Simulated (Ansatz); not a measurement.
This geometry of AlFH2 + BrH (6 atoms, charge 0, multiplicity 1) is a first-order saddle point.

These are results of RHF/def2-SVP (Ansatz 0.2.0), not measurements.

```xyz
6
Properties=species:S:1:pos:R:3
Al 0.011 -0.169 -0.016
F 0.019 0.002 1.773
H 1.403 0.158 -0.644
H -1.408 0.084 -0.620
Br 0.086 -2.599 0.971
H 0.054 -1.233 1.854
```

Task: Which two structures does it join? (They come from a converged band through this point; their orientation in space is the band's.)

Result: Bonds broken: Br5–H6. Bonds formed: Al1–Br5, F2–H6. AlFH2 + BrH becomes AlBrFH3.

Image 0:

```xyz
6
Properties=species:S:1:pos:R:3
Al 0.000 0.169 -0.042
F 0.002 0.492 1.594
H 1.388 0.201 -0.772
H -1.397 0.119 -0.753
Br 0.093 -2.715 1.030
H 0.080 -2.025 2.262
```

Image 6:

```xyz
6
Properties=species:S:1:pos:R:3
Al 0.018 -0.458 -0.161
F 0.019 -0.050 1.888
H 1.385 0.195 -0.565
H -1.391 0.113 -0.547
Br 0.088 -2.729 0.334
H 0.046 -0.829 2.370
```

Task: How far does it lie above each of them?

Result: 56.9 kJ/mol above the first and 69.6 kJ/mol above the second. This is the barrier of this one path; another mechanism may lie lower. The orbitals stay closed-shell, which can raise the energy where a bond breaks towards radicals; this wasn't checked here.

The run took 39 s on 1 thread of Arm Neoverse V2 (shared host), peak memory 0.15 GiB.
